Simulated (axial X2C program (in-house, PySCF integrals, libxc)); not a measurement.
# OsSe⁺: properties at the nuclei

Computed with an axial X2C code built on PySCF integrals: two-component X2C with atomic mean-field Coulomb and Gaunt terms, Gaussian nuclei, basis Os dyall-cv3z, Se dyall-cv3z with contracted cores.

R = 2.195 Å (near the PBE0 minimum at charge 1 of the determinant lowest at the starting distance; the state shown can have its own minimum elsewhere).

Determinant lowest in the PBE0 search, Ω = 5/2 (⟨Sz⟩ = 2.10, ⟨Lz⟩ = 0.40 at PBE0), spin on the atoms Os 1.62, Se 0.48:

```
level  Eeff magnitude (GV/cm)  Ws magnitude Os (kHz)  A∥/gI Os (MHz)  qzz Os (a.u.)  A∥/gI Se (MHz)  qzz Se (a.u.)
 PBE0                   0.158                   2.85            2400          -1.12            -156          -0.22
   HF                   0.809                    3.3            1490          -4.70            -110          -1.91
 BP86                    6.95                    4.8            2650           2.54            -188          -0.45
B3LYP                    3.66                   3.62            2410           2.51            -192          -0.72
  LDA                    11.2                   6.19            2330           3.61            -161          -0.82
```

Eeff is the effective electric field on the electron electric dipole moment in this Ω state and Ws the scalar–pseudoscalar constant of the nucleus named (defined with the proton number Z and per Ω); A∥ (defined per Ω) follows by multiplying with gI = μI/(I μN); qzz is the electric field gradient, eQq0 = 234.96 MHz × Q/barn × qzz. The operators were transformed with the bare-nucleus X2C matrices; with these basis sets, hyperfine constants and field gradients can be off by tens of per cent, and where levels differ in sign neither size nor sign is settled.

(1) With gI(189Os) = 0.4400, gI(77Se) = 1.0701 (g factors from the IAEA table of nuclear moments by Stone), turn the PBE0 values of the first state into constants in MHz.

Each state is one determinant with collinear spin, which with several unpaired electrons need not be a pure state. Unrestricted Hartree–Fock can overshoot spin polarisation at the nuclei. In the state Ω = 5/2 the sign of Eeff differs between levels (HF against PBE0). With several open shells hyperfine constants can be off by a factor of several. Where Eeff spreads by more than a factor of two the levels disagree and none is to be relied on. The search compared states at one distance, so a state with another bond length can lie lower. Further determinants of the search, some of them spin-mixed, are not shown. Where a field gradient or hyperfine factor spreads by more than a factor of two over the levels, a constant derived from it is not to be relied on.

Results:

(1) A∥(189Os) = 2400 × 0.4400 = 1060 MHz; A∥(77Se) = -156 × 1.0701 = -167 MHz.
